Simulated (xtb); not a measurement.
B(CCH)(OH)2 (C2H3BO2), SMILES C#CB(O)O. All values are semi-empirical tight-binding results from xtb (GFN2-xTB unless named), good for trends rather than for accurate numbers. The structure is a stationary point at GFN2-xTB. One conformer was computed; it need not be the lowest.

Optimised geometry:

```xyz
8

B      0.0000     0.0000    -0.4946
C      0.0000     0.0000     1.0519
C      0.0000     0.0000     2.2540
H      0.0000     0.0000     3.3062
O      0.0000     1.1507    -1.2049
H      0.0000     1.9579    -0.6947
O      0.0000    -1.1507    -1.2049
H      0.0000    -1.9579    -0.6947
```
Charge 0, spin multiplicity 1.

Computed properties:
point group as xtb finds it: C2v
orbital gap: 5.67 eV
dipole moment: 2.46 D
zero-point energy: 31.7 kcal/mol
G − E(el) at 298.15 K (modified RRHO): 14.2 kcal/mol
static polarisability (D4 model): 43.7 bohr³
solvation energy, GFN2-xTB/ALPB(water): -9.2 kcal/mol
solvation energy, GFN2-xTB/ALPB(toluene): -5.0 kcal/mol

Question: Give the IR lines (harmonic; lines under 4 % of the strongest left out, lines within 3 cm⁻¹ merged). (The exact figures need the calculation; the answer reports its results.)

Answer: ν (cm⁻¹): 544 (w), 576 (s), 686 (w), 704 (w), 916 (m), 960 (m), 1231 (vs), 1313 (s), 2219 (w), 3660 (w) (against the strongest line: vs over 80 %, s over 45 %, m over 15 %, w over 4 %, vw less)

Computed atomic charges and the Wiberg bond orders between heavy atoms:
charges (e) B1 0.44, C2 -0.14, C3 -0.08, H4 0.07, O5 -0.45, H6 0.30, O7 -0.45, H8 0.30. Bond orders B1–C2 0.97, C2–C3 2.92, B1–O5 1.18, B1–O7 1.18.
